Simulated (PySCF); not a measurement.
SMILES F[Si](F)(F)/C=[CH]/[Ge]([Cl])([Cl])[Cl] (C2H2Cl3F3GeSi), PBE0/def2-SVP optimised geometry.

```
12

Si     2.32    -0.53    -0.95
F      2.95     0.26    -2.19
F      2.93    -2.01    -0.97
F      2.82     0.19     0.39
C      0.48    -0.54    -0.99
C     -0.23     0.01     0.00
Ge    -2.16     0.01     0.00
Cl    -2.93     2.01     0.00
Cl    -2.88    -1.00    -1.75
Cl    -2.92    -0.98     1.74
H     -0.03    -1.01    -1.84
H      0.25     0.49     0.86
```

Density from PBE0/def2-TZVP (PySCF 2.14.0) at that geometry.

Minimum of the electron density along straight lines between bonded atoms, close to the bond critical point (lines longer than 1.1 times the sum of covalent radii, or with two minima, are not listed):

```csv
bond,length / Å,ρ at the minimum / e bohr⁻³,∇²ρ there / e bohr⁻⁵,position (fraction from the first atom)
Si1–F2,1.600,0.141,0.99,0.42
Si1–F3,1.600,0.141,0.99,0.42
Si1–F4,1.601,0.140,0.99,0.42
Si1–C5,1.840,0.133,0.19,0.39
C5–C6,1.340,0.342,-1.01,0.50
C6–Ge7,1.931,0.136,0.08,0.53
Ge7–Cl8,2.139,0.109,0.17,0.43
Ge7–Cl9,2.142,0.109,0.17,0.43
Ge7–Cl10,2.139,0.109,0.17,0.43
C5–H11,1.098,0.276,-0.96,0.65
C6–H12,1.097,0.278,-0.97,0.66
```
